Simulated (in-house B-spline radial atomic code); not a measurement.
RPA and G0W0 on Hartree-Fock: the strontium ion Sr⁸⁺

Configuration [Ar] 3d10 4s2, mean-field start Hartree-Fock. Computed with an all-electron radial atomic-structure program (B-spline basis): all electrons, non-relativistic, point nucleus, each spin shell either full or empty, empty states to l = 9 with an (l + 1/2)⁻⁴ tail; G0W0 by contour deformation at full frequency.

Without relativity these are model numbers: it shifts the levels of so heavy an element strongly and can reorder them.

Command:
```bash
python run_gw.py task.json out
```
Settings (radii: box in bohr, nucleus in fm):
```
Z                        38
electrons                30
configuration            [Ar] 3d10 4s2
hamiltonian              nr
method                   hf
lmax                     9
spin_polarised           False
box_radius               7.7
intervals                49
ion_configuration        [Ar] 3d10 4s1
```

Time taken, with all properties: 2.9 s on 1 thread of Intel(R) Xeon(R) 6975P-C, on a shared host.

Energies (hartree):

| term | value |
| --- | --- |
| mean-field total | -3113.47911 |
| Hartree-Fock functional on these orbitals | -3113.47911 |
| direct second order | -2.3512 |
| second-order exchange | 0.6857 |
| SOSEX correction | 0.6466 |

Problem. What is the RPA correlation energy, and what remains with SOSEX?

Solution. RPA gives -2.1339 hartree (-1.94 eV per electron); RPA + SOSEX gives -1.4873, and the second-order doubles (MP2) -1.6655 hartree. SOSEX takes back 30 % of the RPA value.

Quasi-particle levels (eV):

| level | occupied | mean field | Σx - vxc | Σc | QP weight | G0W0 |
| --- | --- | --- | --- | --- | --- | --- |
| 4s | yes | -153.75 | 0.00 | ? | ? | ? |
| 3d | yes | -281.35 | 0.00 | 2.37 | 0.970 | -278.98 |
| 4p | no | -118.89 | 0.00 | -1.57 | 0.980 | -120.47 |

G0W0 = mean field + (Σx - vxc) + Σc, with Σc (partial-wave tail included) taken at the quasi-particle energy. Only the outer levels were computed. Levels of low weight are left out.

Problem. Where does G0W0 put 4s?

Solution. At -156.12 eV, with Σc = -2.36 eV and a quasi-particle weight of 0.981. The tabulated removal energy is 158.33 ± 0.25 eV (NIST, semi-empirical); the calculation leaves out relativity, Breit and QED terms, and what these don't explain is the method's own error.

Problem. What does it cost to remove one electron (to [Ar] 3d10 4s1) by differences of total energies, each species on its own start (correlation terms add to the Hartree-Fock functional)?

Solution. Hartree-Fock functional 153.55 eV, + RPA 155.85 eV, + RPA + SOSEX 155.32 eV, + second order 155.85 eV. Tabulated: 158.33 ± 0.25 eV (NIST, semi-empirical); the calculation leaves out relativity, Breit and QED terms, and what these don't explain is the method's own error.
